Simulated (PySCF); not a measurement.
# The first ionisation energy along the 3d series

Calculated with PySCF 2.14 from differences of total energies of unrestricted determinants, without spin-orbit coupling. Values in eV. The last column holds reference values (NIST; (s) semi-empirical, (t) theoretical, else measured). Unmarked ones compare directly (S terms, centres of terms, or small fine structure); those marked * lie between the lowest fine-structure levels and include a spin-orbit shift.

```
                       element                 configurations    UHF  MP2 (valence)  SCS-MP2 (valence)  reference
Sc (cc-pVDZ-DK, spin-free X2C)    [Ar] 3d1 4s2 → [Ar] 3d1 4s1  5.397          6.051              6.181      6.562
Ti (cc-pVDZ-DK, spin-free X2C)    [Ar] 3d2 4s2 → [Ar] 3d2 4s1  5.564          6.296              6.445      6.828
 V (cc-pVDZ-DK, spin-free X2C)        [Ar] 3d3 4s2 → [Ar] 3d4  6.159          6.483              6.950      6.732
Cr (cc-pVDZ-DK, spin-free X2C)        [Ar] 3d5 4s1 → [Ar] 3d5  6.012          6.442              6.156      6.767
Mn (cc-pVDZ-DK, spin-free X2C)    [Ar] 3d5 4s2 → [Ar] 3d5 4s1  6.032          6.909              7.093      7.434
Fe (cc-pVDZ-DK, spin-free X2C)    [Ar] 3d6 4s2 → [Ar] 3d6 4s1  6.440          7.395              7.557      7.904
Co (cc-pVDZ-DK, spin-free X2C)        [Ar] 3d7 4s2 → [Ar] 3d8  8.280          7.435              7.518      7.869
Ni (cc-pVDZ-DK, spin-free X2C)        [Ar] 3d8 4s2 → [Ar] 3d9  8.182          6.941              7.181    7.640 *
Cu (cc-pVDZ-DK, spin-free X2C)      [Ar] 3d10 4s1 → [Ar] 3d10  6.584          7.432              7.294      7.726
Zn (cc-pVDZ-DK, spin-free X2C)  [Ar] 3d10 4s2 → [Ar] 3d10 4s1  7.784          8.977              8.999      9.394
```

```
           method  elements  mean error (eV)  mean absolute error (eV)  largest error (eV)
              UHF         9           -0.996                     1.087              -1.610
    MP2 (valence)         9           -0.422                     0.422              -0.533
SCS-MP2 (valence)         9           -0.336                     0.385              -0.611
```

Errors include the incompleteness of the basis and the frozen core.

"Valence" correlates the outer s and p shells and, in groups 3 to 12 and the f block, the outer d or f shell, open or full, or the next shell where the ion has no valence electron left; the wider scheme adds the next inner shell.
